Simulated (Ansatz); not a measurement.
`C[SiH2]S[SiH](Cl)Cl` + `F[SiH2][SiH2]Cl` → `Cl[SiH2][SiH](Cl)Cl` + `C[SiH2]S[SiH2]F`  (redistribution)

Calculated with Ansatz (gas phase, PBE0-D4/def2-TZVP geometries, no zero-point term in ΔE). CCSD(T)/CBS adds triple-zeta CCSD(T) − MP2 to the extrapolated MP2 energy (def2 sets, frozen cores). This one scheme is used for every species. Functionals use def2-TZVPP. B3LYP here is the variant with VWN-RPA as its local correlation; programs differ in this. Each species was taken in one conformer, which may not be the lowest.

`C[SiH2]S[SiH](Cl)Cl`:

```xyz
12

C     0.635   -1.550    0.352
Si    0.264   -0.665   -1.241
S     0.528    1.477   -1.110
Si   -0.646    1.977    0.559
Cl   -2.409    0.938    0.604
Cl    0.316    1.607    2.328
H     1.628   -1.287    0.721
H    -0.096   -1.305    1.124
H     0.601   -2.629    0.179
H     1.235   -1.025   -2.304
H    -1.111   -0.954   -1.716
H    -0.945    3.418    0.505
```

`F[SiH2][SiH2]Cl`:

Z-matrix (Å, degrees):
```
Si
Si 1 2.344
F 1 1.606 2 110.1
H 1 1.485 2 110.2 3 119.4
H 1 1.485 2 110.2 3 -119.4
Cl 2 2.065 1 104.9 3 179.9
H 2 1.484 1 112.9 3 62.2
H 2 1.484 1 112.9 3 -62.4
```

`Cl[SiH2][SiH](Cl)Cl`:

Cartesian coordinates in Å:
```
Cl -2.218 1.280 0.728
Si -0.186 1.088 0.473
Si 0.248 -1.064 -0.332
Cl -0.652 -1.289 -2.156
Cl 2.281 -1.254 -0.532
H 0.478 1.300 1.782
H 0.276 2.099 -0.508
H -0.227 -2.158 0.544
```

`C[SiH2]S[SiH2]F`:

```xyz
12

C     0.869   -0.107    1.693
Si   -0.422    0.885    0.793
S     0.181    1.314   -1.232
Si   -0.358   -0.522   -2.119
F     0.499   -1.732   -1.509
H     0.555   -0.292    2.724
H     1.023   -1.068    1.198
H     1.821    0.426    1.710
H    -0.625    2.215    1.420
H    -1.717    0.154    0.746
H    -1.776   -0.856   -1.863
H    -0.049   -0.418   -3.561
```

Question: Is it downhill or uphill in electronic energy at CCSD(T)/CBS, and by how much? (Estimate.)

Answer: The calculation gave: Downhill: ΔE = -2.2 kcal/mol.

Question: What do these levels give: PBE-D4, ωB97X-V, ωB97M-V, B2PLYP, PBE, PBE0, B3LYP, HF/def2-TZVPP, MP2/def2-TZVPP, CCSD(T)/def2-TZVPP, HF/def2-QZVPP, MP2/def2-QZVPP? (Best estimate.)

Answer: Ansatz gave: PBE-D4 -2.2, ωB97X-V -2.1, ωB97M-V -2.1, B2PLYP -2.8, PBE -3.0, PBE0 -3.0, B3LYP -3.4, HF/def2-TZVPP -3.7, MP2/def2-TZVPP -1.8, CCSD(T)/def2-TZVPP -2.2, HF/def2-QZVPP -3.8, MP2/def2-QZVPP -1.8 kcal/mol.

Largest T1 diagnostic among the species: 0.011.

In def2-TZVPP, CCSD(T) changes the Hartree–Fock value by +1.5 kcal/mol (the triples alone add +0.3 kcal/mol) and MP2 by +1.9 kcal/mol. The D4 term adds +1.4 kcal/mol with B3LYP and +0.8 kcal/mol with PBE0; it sums over pairs of atoms, weighted by their polarisabilities, and B3LYP, whose exchange is more repulsive, gets the larger term.
